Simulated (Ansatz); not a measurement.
Cost and result up the ladder for the cluster B₈H₁₄ (22 atoms). The state is a singlet with charge 0. Geometry: r2SCAN-D4/def2-SVP.

```xyz
22

B    -0.9709    0.7252   -1.1670
B    -1.6363    0.0497    0.2521
B    -0.2345   -0.8807    0.9610
B     0.4633   -0.2468   -1.4211
B     0.2906    1.2503   -2.3059
B     1.2375   -0.5898    0.0627
B    -0.6408    0.7948    1.4999
B     1.2563   -1.4128    1.6524
H     1.2860    0.3428   -2.2735
H    -0.8412    0.7732    2.6931
H    -1.5631    1.6976   -1.5728
H     1.8059   -0.7959    2.5277
H    -0.1127    1.2413   -3.4449
H     2.4387   -0.5295    0.1559
H    -2.7408   -0.4262    0.3454
H    -0.9000   -1.6460    0.2854
H     0.1140   -1.2778   -1.9675
H    -0.0419   -1.5594    2.0704
H     0.7482    2.2811   -1.8658
H     0.2071    1.5713    1.0947
H     1.6330   -2.5319    1.3776
H    -1.7983    1.1697    1.0402
```

Ansatz on 4 threads of Arm Neoverse V1 on a shared host. Times are rough, and most runs start from the orbitals of an earlier one. CAM-B3LYP-D4/def2-TZVP serves as the yardstick here, not as an exact answer. Differences are given only for rows in sets of like size (and for xTB, whose basis is part of the method), since another set adds its own error. Binding counts from free atoms at the same level (B doublet, H doublet; other spins of the atoms weren't run), without zero-point energy or a counterpoise term.

Correlated methods freeze 8 core orbitals. The rows differ in basis, and correlated rows in double-zeta sets carry the largest basis error. Another isomer (singlet) lies 2.89 eV lower at PBE0-D4/def2-TZVP; other spin states weren't run for this one.

Correlated methods converge slowly with the basis, most of all in double-zeta sets.

```csv
level,functions,binding energy per atom (eV),difference from CAM-B3LYP-D4/def2-TZVP (eV)
CCSD(T)/def2-SVP,182,3.44,–
BLYP-D4/def2-TZVP,332,3.56,-0.05
PBE0-D4/def2-TZVP,332,3.65,0.04
r2SCAN-D4/def2-TZVP,332,3.66,0.05
PBE0-D4/def2-SVP,182,3.69,–
PBE-D4/def2-SVP,182,3.70,–
CAM-B3LYP-D4/def2-TZVP,332,3.61,0.00
BHLYP-D4/def2-TZVP,332,3.54,-0.07
PBE-D4/def2-TZVP (with forces),332,3.67,0.07
MP2/def2-TZVP,332,3.49,-0.11
HF/STO-3G,54,3.93,–
```

Question: Estimate how long each takes.

Answer: HF/STO-3G 0.3 s; PBE-D4/def2-SVP 2.6 s; PBE0-D4/def2-SVP 3.6 s; BLYP-D4/def2-TZVP 6 s; PBE-D4/def2-TZVP (with forces) 6.5 s; PBE0-D4/def2-TZVP 8 s; BHLYP-D4/def2-TZVP 9 s; CAM-B3LYP-D4/def2-TZVP 9.5 s; MP2/def2-TZVP 9.5 s; r2SCAN-D4/def2-TZVP 10 s; CCSD(T)/def2-SVP 81 s. On shared hardware such times vary by a factor of up to 3.
